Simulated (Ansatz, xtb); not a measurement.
## C3H7B: which of two isomers lies lower

Structure I is `B/C=C\C`, a singlet and structure II is `BC(=C)C`, a singlet. Both are isolated molecules in the gas phase, relaxed with B3LYP/def2-SVP; the shapes shown needn't be the lowest conformers.

I (Å):

```xyz
11

C     0.8753   -0.2412   -1.8764
C     1.4663   -0.5084   -0.6823
C     1.5065    0.3488    0.5412
B     0.0985    1.0354   -2.2380
H    -0.0510    1.9376   -1.4488
H    -0.3852    1.1615   -3.3383
H     0.9788   -1.0287   -2.6343
H     1.9901   -1.4700   -0.5703
H     0.9802    1.3031    0.4140
H     1.0636   -0.1916    1.3969
H     2.5541    0.5542    0.8253
```

II (Å):

```yaml
atoms:
  - { symbol: C, position_ang: [1.0243, 0.1885, -0.9973] }
  - { symbol: C, position_ang: [1.6457, -0.9079, -1.4906] }
  - { symbol: C, position_ang: [0.9536, 0.4468, 0.4917] }
  - { symbol: B, position_ang: [0.3871, 1.1718, -2.0111] }
  - { symbol: H, position_ang: [-0.1824, 2.1731, -1.6436] }
  - { symbol: H, position_ang: [0.4568, 0.9402, -3.1945] }
  - { symbol: H, position_ang: [2.1240, -1.6556, -0.8443] }
  - { symbol: H, position_ang: [1.6953, -1.0931, -2.5679] }
  - { symbol: H, position_ang: [1.4187, 1.4145, 0.7459] }
  - { symbol: H, position_ang: [-0.0944, 0.5151, 0.8298] }
  - { symbol: H, position_ang: [1.4526, -0.3378, 1.0826] }
```

Energies in hartree; the thermal terms are from B3LYP/def2-SVP harmonic frequencies (ideal gas, rigid rotor, one conformer each, 298.15 K, 1 atm) and include the zero-point energy:

```
                              I           II
E, CCSD(T)/def2-SVP  −142.789986  −142.789248
    E, MP2/def2-SVP  −142.718970  −142.718079
  E, MP2/def2-TZVPP  −142.981354  −142.980621
  zero-point energy     0.090694     0.090214
       H(298 K) − E     0.097062     0.096681
       G(298 K) − E     0.063348     0.062739
```

Problem. Correct the CCSD(T) difference for the basis set by the MP2 change, then work out ΔE, ΔE₀, ΔH and ΔG for I → II in kJ/mol (1 Eh = 2625.50 kJ/mol) and the equilibrium ratio [II]/[I].

Solution. 1. Differences II − I: CCSD(T) +0.000738, MP2 in the small set +0.000891, MP2 in the large set +0.000733 Eh.
2. ΔE = +0.000738 + (+0.000733 − (+0.000891)) = +0.000580 Eh = +1.52 kJ/mol.
3. ΔE₀ = ΔE + ΔZPE = +0.000580 + (−0.000480) Eh = +0.26 kJ/mol.
4. ΔH = ΔE + (−0.000381) Eh = +0.52 kJ/mol.
5. ΔG = ΔE + (−0.000609) Eh = −0.08 kJ/mol, so ΔS = (ΔH − ΔG)/T = +2.0 J/(mol K).
6. kT = 0.9442 mEh, so K = [II]/[I] = exp(−ΔG/kT) = exp(+0.03) ≈ 1.

The two are too close for this level to say which is favoured. An error of 4 kJ/mol in ΔG would change K by a factor of 5. Mirror images and further conformers aren't counted.

As drawn, both hold the same kinds of bond in the same numbers.

Other levels gave ΔE = −0.6 (GFN2-xTB); −0.7 (HF/STO-3G, GFN2-xTB geometries); +1.1 (r2SCAN-D4/def2-SVP, GFN2-xTB geometries); +7.7 (B3LYP/def2-SVP); +4.5 (HF/def2-SVP); +2.3 (MP2/def2-SVP); +1.9 (CCSD(T)/def2-SVP) kJ/mol. The correlated steps freeze 4 core orbitals. Programs: Ansatz 0.2.0, xtb 6.7.1.
